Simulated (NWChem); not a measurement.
# SnH2O2BrF; SMILES [OH][Sn]([OH])([F])[Br]

```xyz
7

O      1.7251     1.2250     0.7119
Sn     0.0187     0.5911     0.0028
O     -0.2829     1.4486    -1.7345
F     -1.4325     1.1727     1.1328
Br    -0.0073    -1.8586    -0.0173
H      1.8841     2.1427     0.4528
H     -1.2102     1.4085    -2.0029
```
Atoms are numbered in this order, from 1.

Program: NWChem. Coordinates come from a PBE0/def2-SVP (def2 core potentials past Kr) optimisation. Not confirmed as a minimum by frequencies.

Question: What does the run give for B3LYP/3-21G, non-relativistic? Quantities: highest occupied level (eV); orbital gap (eV); dipole (D).

Answer: 
| Property | Result |
|---|---|
| highest occupied level (eV) | -8.25 |
| orbital gap (eV) | 5.96 |
| dipole (D) | 2.30 |
